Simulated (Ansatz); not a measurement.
Cost and result for the atomization energy of CH4FGaGe, SMILES `[F][GeH]1[CH2][GaH]1` (8 atoms, 8 bonds).

Charge 0, multiplicity 1. Correlated methods include outer-core shells of Ga, Ge, which these sets cover unevenly. Scalar relativity is left out up to krypton. The geometry is a stationary point of PBE0-D4/def2-TZVP. Program: Ansatz. All runs use 4 threads of an Arm Neoverse V2 on a shared host. Times are those of one run each, without the atoms' runs, and a repeat can differ threefold. Electronic energies, without spin–orbit coupling; frozen cores. CCSD(T)/CBS adds CCSD(T) − MP2 in def2-TZVPP to the MP2 limit, and its time is that of the two runs behind it. T1 = 0.013. With those shells the extrapolation isn't a true limit. B3LYP takes the VWN-RPA correlation (the form of Gaussian; ORCA's B3LYP/G).

CCSD(T)/CBS is a level of theory with its own doubt, some kJ/mol a heavy atom from the limit and from the frozen cores, so smaller differences don't rank the functionals.

| level | functions | wall time | atomization (kcal/mol) | difference from CCSD(T)/CBS | per bond |
| --- | --- | --- | --- | --- | --- |
| PBE-D4/def2-TZVPP (with forces) | 214 | 1.9 s | 578.1 | 5.2 | 0.6 |
| PBE0-D4/def2-TZVPP | 214 | 2.6 s | 567.2 | -5.7 | -0.7 |
| B3LYP-D4/def2-TZVPP (with forces) | 214 | 3.5 s | 562.2 | -10.7 | -1.3 |
| r2SCAN-D4/def2-TZVPP (with forces) | 214 | 4 s | 574.7 | 1.8 | 0.2 |
| B2PLYP/def2-TZVPP | 214 | 4.4 s | 560.6 | -12.3 | -1.5 |
| ωB97X-V/def2-TZVPP | 214 | 6.5 s | 572.9 | 0.0 | 0.0 |
| ωB97M-V/def2-TZVPP (with forces) | 214 | 10 s | 565.8 | -7.1 | -0.9 |
| MP2/def2-QZVPP | 412 | 16 s | 577.3 | 4.4 | 0.5 |
| CCSD(T)/def2-TZVPP | 214 | 110 s | 561.2 | -11.7 | -1.5 |
| CCSD(T)/CBS(def2) | – | 2.1 min | 572.9 | 0.0 | 0.0 |

From PBE to PBE0 (25 % exact exchange), in def2-TZVPP and without D4, the atomization energy moves by −10.3 kcal/mol: exact exchange takes away binding that semilocal exchange gives to molecules. In def2-TZVPP, CCSD(T) changes the Hartree–Fock value by +163.9 kcal/mol (the triples alone add +10.7 kcal/mol) and MP2 by +173.0 kcal/mol; breaking electron pairs costs correlation energy, which Hartree–Fock lacks. The D4 term adds +6.5 kcal/mol with B3LYP and +3.4 kcal/mol with PBE0; it sums over pairs of atoms, weighted by their polarisabilities, and B3LYP, whose exchange is more repulsive, gets the larger term.
